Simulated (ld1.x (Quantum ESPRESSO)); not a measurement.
# samarium (Sm): excitation energies, all-electron against TM

ld1.x (Quantum ESPRESSO) 7.5 input, shortened:

```
&input
   title='Sm', zed=62., rel=2, dft='PBESOL', iswitch=3,
   config='[Xe] 4f5 5d0 6s0 6p0', rel_dist='average'
 /
 &inputp
   pseudotype=2, tm=.true., lloc=-1, rcloc=1.30,
   nlcc=.true.
 /
4
5S  1  0   2.00   0.00  2.00  2.00  0.0
5P  2  1   6.00   0.00  2.15  2.15  0.0
5D  3  2   0.00   0.00  2.35  2.35  0.0
4F  4  3   5.00   0.00  1.30  1.30  0.0
 &test
   configts(1)='4f5 5s2 5p6 5d0 6s0 6p0'
 /
```

Open shells are filled in proportion to 2j + 1 (rel_dist='average').

Energies are relative to the spin-unpolarised reference configuration 4f5 5s2 5p6 5d0 6s0 6p0; without spin polarisation the order of configurations can differ from experiment. Not all tests gave a result: 4 of 7 tests not solved or not reliable. Left out of the table: 4f6 5s2 5p6 5d0 6s2 6p0 (solver errors, printed error -2190 eV); 4f6 5s2 5p6 5d0 6s1 6p0 (solver errors, printed error -2.6 eV); 4f6 5s2 5p6 5d0.5 6s1.5 6p0 (solver errors, printed error -2196 eV); 4f5 5s2 5p6 5d0 6s2 6p0 (solver errors, printed error -1633 eV). The frozen-core shift is the all-electron ΔE with the core orbitals held at their reference shape minus the fully relaxed ΔE.

| valence configuration | charge | ΔE all-electron (eV) | error AE − PS (meV) | frozen-core shift (meV) |
| --- | --- | --- | --- | --- |
| 4f6 5s2 5p6 5d0 6s0 6p0 | +2 | -23.817 | -39 | +122 |
| 4f6 5s2 5p6 5d0 6s0 6p1 | +1 | -31.690 | +19 | +117 |
| 4f6 5s2 5p6 5d0 6s0 6p2 | 0 | -35.754 | +32 | +114 |

A Bessel basis up to 400 Ry misses an occupied level by 0.03 Ry, so cutoffs and ghosts were not judged.
